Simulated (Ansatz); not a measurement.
# Exact exchange and the vertical energy of the triplet above the singlet of CH5AlOSi

The species is CH5AlOSi (9 atoms), meant as a singlet with charge 0. As SMILES, `[CH2]1O[SiH2][AlH]1`. The shape is that of a PBE0-D4/def2-TZVP optimisation.

The vertical energy of the triplet above the singlet y, in eV, basis def2-SVP; a is the functional's share of exact exchange. Programs: Ansatz 0.2.0.

| functional | program | a | y (eV) |
| --- | --- | --- | --- |
| revPBE | Ansatz | 0 | 2.94 |
| BLYP | Ansatz | 0 | 3.09 |
| B3LYP | Ansatz | 0.2 | 3.21 |
| PBE0 | Ansatz | 0.25 | 3.08 |
| r2SCAN0 | Ansatz | 0.25 | ? |
| BHLYP | Ansatz | 0.5 | 3.36 |

Fit y = c + s·a to the known rows and predict r2SCAN0.


1. Means of the 5 rows: a = 0.1900, y = 3.136.
2. Σ(Δa)² = 0.172, Σ(Δa·Δy) = 0.1128, so the slope is 0.1128/0.172 = 0.65581.
3. Intercept: 3.136 − (0.65581) × 0.1900 = 3.011. The largest residual of the fit is 0.095.
4. r2SCAN0: 3.011 + (0.65581) × 0.25 = 3.17 eV.

The run gave 3.01 eV, so the prediction is off by +0.16 eV, more than the scatter of the fit. The rows mix families of semi-local functionals, which the line can't see.
